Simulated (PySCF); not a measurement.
## Steps of a relaxation of Bi(OH)5

Bi(OH)5 (singlet). PySCF 2.14.0, RKS B3LYP, Bi def2-SVP with ECP60, O def2-SVP, H def2-SVP; non-relativistic Hamiltonian with scalar-relativistic core potentials where named; density fitting; no spin-orbit coupling. Origin of the start: displaced along the imaginary mode. Columns: position (Å) and force (eV/Å). Energies are counted from the last step; some of the 21 steps are shown. Forces carry noise of the integration grid, about 0.01 to 0.03 eV/Å.

Run from Python with OMP_NUM_THREADS=2. Where DIIS fails, smearing, a level shift and second-order steps follow.
It took 68 s on 2 threads of AMD EPYC 9R45 96-Core Processor (Zen 5) (shared host), from the converged density of the start.

```xyz
11
step 0  E = 0.065 eV
Bi   -0.0185    0.0002   -0.0056    -0.01    0.01   -0.02
O    -0.2631    0.0068    2.0879     0.67   -0.12    0.39
H     0.5903   -0.1719    2.5502    -0.66    0.11   -0.38
O     2.1216   -0.0198    0.1180     0.53    0.38    1.50
H     2.4459    0.2500    1.0323    -0.53   -0.39   -1.48
O     0.1467    1.7668   -1.0933     0.02    0.03    0.02
H     1.1121    1.8973   -1.1441    -0.03   -0.01   -0.02
O    -2.1029    0.0049   -0.0830    -0.01    0.01    0.02
H    -2.3743   -0.0303    0.8523     0.00    0.00   -0.03
O     0.1571   -1.7628   -1.0940     0.05   -0.03    0.02
H     1.1181   -1.9295   -1.1038    -0.03    0.01   -0.01
```

```xyz
11
step 7  E = 0.005 eV
Bi   -0.0145    0.0157    0.0179    -0.02   -0.03   -0.02
O    -0.2243    0.0093    2.1137    -0.09    0.03   -0.06
H     0.5814   -0.3843    2.4827     0.09   -0.04    0.06
O     2.1155   -0.0997    0.2077     0.05    0.14    0.20
H     2.4117    0.4814    0.9330    -0.03   -0.11   -0.19
O     0.1686    1.7960   -1.0489    -0.08    0.00    0.01
H     1.1217    1.8672   -1.2280     0.09    0.01   -0.01
O    -2.0973    0.0816   -0.0966     0.02    0.00   -0.01
H    -2.3915   -0.0382    0.8236    -0.01   -0.01    0.01
O     0.1526   -1.7655   -1.0444    -0.01    0.00    0.00
H     1.1092   -1.9518   -1.0436     0.00    0.00    0.00
```

```xyz
11
step 13  E = 0.001 eV
Bi   -0.0157    0.0171    0.0276    -0.01    0.00    0.00
O    -0.2410   -0.0242    2.1191    -0.05    0.01   -0.02
H     0.5718   -0.4052    2.4899     0.04   -0.01    0.02
O     2.1137   -0.1001    0.2233     0.01   -0.01    0.02
H     2.4361    0.5490    0.8694    -0.01    0.01   -0.01
O     0.1846    1.7922   -1.0492     0.03    0.00    0.01
H     1.1429    1.8586   -1.2135    -0.02   -0.01    0.00
O    -2.0965    0.1105   -0.0981    -0.01   -0.01    0.02
H    -2.4021   -0.0576    0.8116     0.01    0.00   -0.02
O     0.1415   -1.7712   -1.0212     0.00    0.00   -0.01
H     1.0977   -1.9573   -1.0420     0.00    0.01    0.01
```

Task: Where does the relaxation end?

Result: It converges at step 20 in C1:
```xyz
11
step 20  E = 0
Bi   -0.0184    0.0106    0.0402
O    -0.2568   -0.0561    2.1273
H     0.5892   -0.3633    2.4947
O     2.1070   -0.1341    0.2626
H     2.4457    0.5863    0.8188
O     0.2008    1.8009   -1.0096
H     1.1490    1.8382   -1.2276
O    -2.0973    0.1207   -0.1019
H    -2.4179   -0.0752    0.7962
O     0.1382   -1.7624   -1.0348
H     1.0934   -1.9540   -1.0490
```

Task: How did the contacts change?

Result: 
| contact | start (Å) | end (Å) |
| --- | --- | --- |
| Bi1–O2 (OH) | 2.108 | 2.102 |
| Bi1–O4 (OH) | 2.144 | 2.142 |
| Bi1–O6 (OH) | 2.081 | 2.087 |
| Bi1–O8 (OH) | 2.086 | 2.087 |
| Bi1–O10 (OH) | 2.079 | 2.079 |
